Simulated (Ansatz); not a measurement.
Isomers of CH6SSi2, relaxed with PBE0-D4/def2-TZVP in Ansatz; electronic energies, one conformer each and not always the lowest. Functionals use def2-TZVPP; CBS adds triple-zeta CCSD(T) − MP2 to the MP2 limit of def2-TZVPP and def2-QZVPP.

(1) Order them by energy at frozen-core CCSD(T)/CBS, lowest first. (Best estimate.)
A. `C1[SiH2][SiH2]S1`
B. `[SiH3]C1[SiH2]S1`
C. `S[SiH]1C[SiH2]1`
D. `C[SiH]1[SiH2]S1`

(2) How do B3LYP, ωB97M-V, B3LYP-D4, HF/CBS(def2) place them (kcal/mol, against `C[SiH]1[SiH2]S1`)? (Estimate.)

## Answers

(1) D (0.0 kcal/mol), A (19.9 kcal/mol), B (27.9 kcal/mol), C (31.5 kcal/mol).

(2) Ansatz gave: 
| isomer | B3LYP | ωB97M-V | B3LYP-D4 | HF/CBS(def2) |
| --- | --- | --- | --- | --- |
| `[SiH3]C1[SiH2]S1` | 28.5 | 27.7 | 28.0 | 26.3 |
| `S[SiH]1C[SiH2]1` | 30.6 | 30.7 | 30.7 | 32.4 |
| `C1[SiH2][SiH2]S1` | 20.3 | 19.9 | 19.5 | 18.9 |

B3LYP here is the variant with VWN-RPA as its local correlation; programs differ in this.
